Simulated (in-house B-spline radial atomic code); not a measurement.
Atomic self-consistent-field run: neutral silver. Computed with an all-electron radial atomic-structure program (B-spline basis): non-relativistic PBE0, spin-polarised, spherical fractional occupations, point nucleus, inside a hard spherical wall at 1.96 bohr.

Command:
```bash
python run_scf.py task.json out
```
Settings:
```
Z                47
configuration    [Kr] 4d10 4f1
hamiltonian      nr
method           pbe0
spin_polarised   True
wall_radius      1.96
```

Output (hartree, bohr):
```
 radial grid: 41 intervals, B-splines of order 8, outer radius 1.96 bohr

 iter        energy (Eh)    residual
    1       -5188.070400    5.83e-01
    2       -5188.666591    7.62e-02
    3       -5188.697854    2.53e-02
    4       -5188.701730    8.91e-03
    5       -5188.702311    2.52e-03
    6       -5188.702350    1.48e-04
    7       -5188.702350    2.63e-05
    8       -5188.702350    6.04e-07
    9       -5188.702350    6.53e-08

 total energy                     -5188.70235
 kinetic                            5233.2827
 electron-nucleus                 -12503.3000
 Hartree                            2231.0774
 exact exchange                      -36.8716
 exchange-correlation               -112.8909

 orbital      occ     eigenvalue          <r>       <r^2>       <1/r>     <1/r^3>       r_max
 1s up      1.000      -901.9505    0.0323894  0.00140351     46.4786           -     0.02144
 1s down    1.000      -901.9507    0.0323894  0.00140351     46.4786           -     0.02144
 2s up      1.000      -128.6566     0.140472   0.0231863     10.5756           -      0.1191
 2s down    1.000      -128.6571     0.140472   0.0231862     10.5756           -      0.1191
 2p up      3.000      -119.4549     0.120067   0.0175461      10.571     3318.17     0.09341
 2p down    3.000      -119.4554     0.120067   0.0175461      10.571     3318.18     0.09341
 3s up      1.000       -21.9014     0.381782     0.16658     3.75641           -      0.3447
 3s down    1.000       -21.8956     0.381702    0.166503     3.75724           -      0.3447
 3p up      3.000       -18.1764     0.374175    0.162475     3.66981     580.866      0.3316
 3p down    3.000       -18.1706     0.374072    0.162376     3.67075     581.173      0.3316
 3d up      5.000       -11.2976       0.3475    0.143913     3.51087      90.139      0.2752
 3d down    5.000       -11.2920     0.347326    0.143741     3.51209     90.2038      0.2751
 4s up      1.000        -1.6245     0.941505    0.985289     1.42205           -      0.8707
 4s down    1.000        -1.5922     0.940786    0.983867     1.42343           -        0.87
 4p up      3.000        -0.4368     0.980605     1.06765     1.33972     92.9437      0.9145
 4p down    3.000        -0.4021     0.979866     1.06616       1.341      93.152      0.9135
 4d up      5.000         1.6209      1.05172      1.2223     1.19671     12.0892       1.024
 4d down    5.000         1.6609      1.05108     1.22097     1.19748     12.1039       1.023
 4f up      1.000         4.0871      1.12904     1.37805    0.984302     1.56907       1.175
```

Time taken, with all properties: 0.22 s on 1 thread of Arm Neoverse N1, with other jobs on the host.

Caution: exact exchange at fractional occupations of open shells leaves self-interaction of up to several eV.
